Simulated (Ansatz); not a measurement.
Molecule: BN (charge 0, triplet). 
Geometry from a B3LYP-D3(BJ)/def2-TZVP (Ansatz, a program for electronic structure) optimisation:
SMILES: B#N
```xyz
2

B      0.0000     0.0000    -0.7688
N      0.0000     0.0000     0.5492
```
Charge 0, spin multiplicity 3.

Basis-set convergence of Hartree-Fock and CCSD correlation energies (hartree) with Ansatz. Correlated levels leave the core frozen unless marked. Open shells are spin-unrestricted. No spin-orbit coupling. Non-relativistic.

```
basis        functions      E(HF)  E(corr, CCSD)
-----------  ---------  ---------  -------------
aug-cc-pVDZ         46  -79.00206       -0.20521
aug-cc-pVTZ         92  -79.01634       -0.24176
aug-cc-pVQZ        160  -79.02090       -0.25351
```

Extrapolating the two largest sets (X = 3 and 4) as X^-3: E(corr) = (64·(-0.25351) - 27·(-0.24176))/37 = -0.2621 Eh, an estimate of the basis-set limit. The largest set recovers 96.7 % of it, the smallest 78.3 %.
